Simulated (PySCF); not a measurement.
Below is a simulated gas-phase Si 2p photoelectron spectrum of `[SiH3][N]([SiH3])[GeH2][AsH2]`.

Every computed line was given a Gaussian of 0.4 eV full width at half maximum and an area set by the number of equivalent atoms (split 2:1 within a doublet); the highest printed point is 100. Theory: delta-SCF UKS SCAN, pcX-2 on the ionised atom, pcseg-1 elsewhere, spin-free X2C (PySCF 2.14.0).

```json
{"binding energy (eV)": "106.4", "intensity": "1"}
{"binding energy (eV)": "106.5", "intensity": "4"}
{"binding energy (eV)": "106.6", "intensity": "15"}
{"binding energy (eV)": "106.7", "intensity": "40"}
{"binding energy (eV)": "106.8", "intensity": "75"}
{"binding energy (eV)": "106.9", "intensity": "100"}
{"binding energy (eV)": "107.0", "intensity": "94"}
{"binding energy (eV)": "107.1", "intensity": "64"}
{"binding energy (eV)": "107.2", "intensity": "35"}
{"binding energy (eV)": "107.3", "intensity": "26"}
{"binding energy (eV)": "107.4", "intensity": "36"}
{"binding energy (eV)": "107.5", "intensity": "49"}
{"binding energy (eV)": "107.6", "intensity": "49"}
{"binding energy (eV)": "107.7", "intensity": "36"}
{"binding energy (eV)": "107.8", "intensity": "18"}
{"binding energy (eV)": "107.9", "intensity": "7"}
{"binding energy (eV)": "108.0", "intensity": "2"}
{"binding energy (eV)": "108.1", "intensity": "0"}
```

Q: Count the maxima, the lines and the sites behind this envelope.

A: The curve has 2 maxima (at 106.9 and 107.6 eV). Under it lie 2 lines from 1 inequivalent silicon site, drawn as a 2p3/2, 2p1/2 pair.

Q: Decompose the envelope and assign each component. Numbering: `[SiH3:1][N:2]([SiH3:3])[GeH2:4][AsH2:5]`.

A: 
| position (eV) | relative area | line | atoms | environment |
| --- | --- | --- | --- | --- |
| 106.93 | 1.33 | Si 2p3/2 | Si1/Si3 | SiH3 silicon |
| 107.56 | 0.67 | Si 2p1/2 | Si1/Si3 | SiH3 silicon |

No satellites, vibrations or lifetime broadening are included. Topologically equivalent atoms share the value of their first member; where this conformer doesn't relate them by symmetry, their own values could differ. The 2p values aren't plain energy differences: one relaxed spin-free 2p hole is combined with a matrix within the shell (ground-state 2p orbital-energy differences and spin–orbit coupling). 2p3/2, the mean of its two sublevels, lies a third of the splitting below the shell's mean and 2p1/2 two thirds above it; the statistical areas are 2:1. 2p1/2 minus 2p3/2 (ligand field included): Si 0.62 eV. The structure is a single PBE0-D3(BJ)/def2-SVP conformer in the gas phase; no vibrational or solvent corrections.

On an Arm Neoverse V1 with one thread, on a shared host, this took 43 s.

The values belong to the conformer `[SiH3:1][N:2]([SiH3:3])[GeH2:4][AsH2:5]`: Si1–N2–Ge4–As5 84°, H–As5–Ge4–N2 -48°, H–As5–Ge4–N2 44°.
